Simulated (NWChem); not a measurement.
C2HCl2F; SMILES FC=C(Cl)Cl

Computed with NWChem. Coordinates come from a B3LYP/6-31G* (spherical d) optimisation. Level: PBE0/def2-SVPD; the question gives the wavelength of the field.

Task: Predict the results for field 1065 nm. Quantities: isotropic polarisability (bohr³); anisotropy (bohr³).

Result: 
```
Quantity                          Value
--------------------------------  -----
isotropic polarisability (bohr³)   54.7
anisotropy (bohr³)                 25.7
```
